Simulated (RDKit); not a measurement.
RDKit input (MMFF94):

```python
from rdkit import Chem
from rdkit.Chem import AllChem, rdDetermineBonds

mol = Chem.MolFromXYZFile('mol.xyz')
rdDetermineBonds.DetermineBonds(mol, charge=0)
print('SMILES', Chem.MolToSmiles(Chem.RemoveHs(mol)))
ff = AllChem.MMFFGetMoleculeForceField(mol, AllChem.MMFFGetMoleculeProperties(mol))
e0 = ff.CalcEnergy()
flag = ff.Minimize(maxIts=5000, forceTol=1e-5)
print(f'energy {e0:.4f} -> {ff.CalcEnergy():.4f} kcal/mol, converged: {flag == 0}')
print(Chem.MolToXYZBlock(mol))
```
mol.xyz:
```
14

C     -2.31833500     0.59078600     0.05953600
C     -0.86022900     0.23165000     0.02338800
C      0.13772600     1.19887000     0.12517900
C      1.46850600     0.81439300     0.08627300
C      1.76756200    -0.53622900    -0.05434100
N      0.83270600    -1.47844700    -0.15346700
C     -0.44164800    -1.09116700    -0.11421800
H     -2.57769200     1.27178600    -0.75425800
H     -2.57927000     1.08922700     0.99588900
H     -2.94421700    -0.29667800    -0.03360000
H     -0.12818800     2.24409400     0.23396700
H      2.26335000     1.54459000     0.16315700
H      2.79825700    -0.87266800    -0.08850700
H     -1.18267800    -1.88103500    -0.19727800
```

Output:

```
SMILES Cc1cccnc1
energy 18.7500 -> 18.1419 kcal/mol, converged: True
14

C     -2.314298    0.596842    0.060170
C     -0.867264    0.222792    0.022459
C      0.128100    1.196736    0.124948
C      1.467487    0.820675    0.086928
C      1.767406   -0.523945   -0.053059
N      0.834506   -1.494130   -0.155101
C     -0.458425   -1.099295   -0.115081
H     -2.551137    1.274478   -0.766352
H     -2.552732    1.089388    1.008311
H     -2.959419   -0.283122   -0.032186
H     -0.134538    2.245793    0.234139
H      2.258130    1.558111    0.164563
H      2.797297   -0.866965   -0.087912
H     -1.179264   -1.908186   -0.200107
```

The geometry given is a B3LYP-D3(BJ)/def2-TZVP minimum.
